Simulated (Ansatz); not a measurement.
Single points on La₄.

```yaml
crystal:
  periodic: [false, false, false]
  atoms:
    - {symbol: La, position_ang: [-1.296344, -0.017579, -1.561144]}
    - {symbol: La, position_ang: [-0.921210, 1.348824, 1.412986]}
    - {symbol: La, position_ang: [1.864907, 0.764742, -0.235204]}
    - {symbol: La, position_ang: [0.352657, -2.095987, 0.383352]}
basis:
  gaussian: {orbitals: def2-TZVP, initial_orbitals: start.molden}
magnetization: {spin_polarized: true, initial_magnetization: 4}
hamiltonian: {xc: hse06, dispersion: d4}
scf: {omitted_lower_state_checks: [starts]}
output: {orbitals: {seedname: orbitals}}
```

The file start.molden holds the orbitals of an earlier run on this structure, at another level or in another basis.

```sh
$ ansatz run in.yaml --threads 4 --pin off --events-out ev --progress --plain --max-ram 3916MiB
```

Output, abridged:

```
Functional definition: HSE06
  name "HSE06"
  cite "Heyd, Scuseria & Ernzerhof, J. Chem. Phys. 118, 8207 (2003) doi:10.1063/1.1564060"
  cite "Krukau, Vydrov, Izmaylov & Scuseria, J. Chem. Phys. 125, 224106 (2006) doi:10.1063/1.2404663"
  cite "Heyd & Scuseria, J. Chem. Phys. 120, 7274 (2004) doi:10.1063/1.1668634"
  cite "Ernzerhof & Perdew, J. Chem. Phys. 109, 3313 (1998) doi:10.1063/1.476928"
  cite "Perdew, Burke & Ernzerhof, Phys. Rev. Lett. 77, 3865 (1996) doi:10.1103/PhysRevLett.77.3865"
  parent pbe
  parameter a = 0.25
  parameter omega = 0.11/bohr
  # The whole range is PBE's own exchange, as in plane waves. The composition of these papers is wPBEh.
  exchange = pbe_x - a*pbe_x_sr(omega) + a*exact_x_sr(omega)
  correlation = pbe_c
these checks for a lower state are left out or cut short: starts
1416 factors; their error is unknown
139 factors; integrals over basis functions are off by at most 6.2e-7 eV
mean field evaluation 1: about -3432.8040 eV, gradient 2.7e-1 eV
mean field evaluation 2: about -3432.8079 eV, gradient 1.4e-2 eV
mean field evaluation 4: about -3432.8431 eV, gradient 1.2e-4 eV
mean field evaluation 8: about -3432.8431 eV, gradient 1.5e-5 eV
mean field -3432.84308965 eV, -126.1546566801 hartree, gradient 8.0e-6 eV, S^2 6.627889; 0 other end points of the search recorded, 0 dependent functions left out
reference -3432.84312903 eV, -126.1546581273 hartree; 24, 20 occupied and 136, 140 virtual orbitals, 1416 factors
Total energy: -3432.95091506 eV, -126.1586191907 hartree
Checks for a lower state left out: starts
```

Run time 23 s (4 threads of AMD EPYC 7R43 on a shared host), peak host memory 0.69 GiB.

The first input with `hamiltonian: {xc: {name: r2SCAN0}, dispersion: d4}` (abridged; 77 s):

```
Functional definition: r2SCAN0
mean field -3431.30582939 eV, -126.0981634076 hartree, gradient 6.3e-6 eV, S^2 7.160529
Total energy: -3431.33173015 eV, -126.0991152428 hartree
Checks for a lower state left out: starts
```

Geometry: PBE-D4/def2-SVP.

In the def2 sets La takes a core potential; there is no spin–orbit coupling. HSE06 is defined as in plane-wave codes, on full-range PBE exchange. At HSE06-D4/def2-TZVP, r2SCAN0-D4/def2-TZVP the charge 0 quintet is spin-contaminated (final ⟨S²⟩ up to 7.16, 6.00 for a pure state). The structure comes from a short search, and lower isomers may exist.
